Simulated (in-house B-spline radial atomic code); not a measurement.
# Excitations of Sr34+ by several methods

Full response, energies in eV; labels give the largest channel, * marks a mixed state, a dash one above the method's threshold, and an imaginary frequency an unstable closed-shell reference. Computed with a B-spline radial code for spherical atoms: linear response of the closed shell [He] 2s2 with each method's own kernel (bare exchange for TDHF, static screening on G0W0 levels for BSE, the adiabatic kernel for functionals); non-relativistic, point nucleus, no spin-orbit coupling, no double excitations, S, P, D and F terms only.

Without relativity these are model numbers for so heavy an element.

```tsv
method	2s → 2p 3P	2s → 2p 1P	2s → 3s 3S	α (bohr³)
TDHF	41.78	106.21	2445.94	0.005531
PBE	50.01	110.39	2442.50	0.00524
LC-wPBE	48.81	109.73	2442.11	0.005286
wB97X	?	?	?	?
OLYP	47.56	113.16	2418.07	0.005319
PBE0	?	?	?	?
```

Task: What does PBE0 give?

Result: 2s → 2p 3P: 48.44; 2s → 2p 1P: 109.47; 2s → 3s 3S: 2443.72; α: 0.005306 (eV, bohr³).

Task: What does wB97X give?

Result: 2s → 2p 3P: 42.35; 2s → 2p 1P: 109.04; 2s → 3s 3S: 2449.27; α: 0.005669 (eV, bohr³).
